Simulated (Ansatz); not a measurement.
A search over several starts for the lowest SCF solution of Cu2O2 at the given spin, in a small basis.

```yaml
crystal:
  periodic: [false, false, false]
  atoms:
    - {symbol: Cu, position_ang: [0.747018, 0.769173, 0.619794]}
    - {symbol: Cu, position_ang: [-0.746805, -0.769354, -0.619896]}
    - {symbol: O, position_ang: [0.137515, 0.750810, -1.097457]}
    - {symbol: O, position_ang: [-0.137728, -0.750628, 1.097549]}
basis:
  gaussian: {orbitals: def2-SVP}
hamiltonian: {xc: pbe0, dispersion: d4}
output: {orbitals: {seedname: orbitals}}
```

```sh
$ ansatz run in.yaml --threads 4 --pin off --events-out ev --progress --plain --max-ram 3916MiB
```

Shortened log:

```
Functional definition: PBE0
948 factors; integrals over basis functions are off by at most 7.8e-4 eV
mean field evaluation 1: about -93331.4223 eV, gradient 6.2e1 eV
mean field evaluation 2: about -93261.1938 eV, gradient 1.7e2 eV
mean field evaluation 4: about -93338.4598 eV, gradient 1.5e1 eV
mean field evaluation 8: about -93339.0639 eV, gradient 9.2e-1 eV
mean field evaluation 16: about -93339.0657 eV, gradient 1.1e-4 eV
mean field -93339.06573398 eV, -3430.1473982329 hartree, gradient 3.6e-5 eV, S^2 0.000000; 0 other end points of the search recorded, 0 dependent functions left out
reference -93339.06578587 eV, -3430.1474001395 hartree; 37, 37 occupied and 53, 53 virtual orbitals, 948 factors
Total energy: -93339.15468971 eV, -3430.1506672953 hartree
```

Hardware: 4 threads of Intel Xeon Platinum 8488C on a shared host. Wall time 0.95 s.

A triplet lies near this restricted singlet, and broken spin symmetry wasn't tried. Another isomer (doublet) lies 0.46 eV lower at PBE0-D4/def2-TZVP.
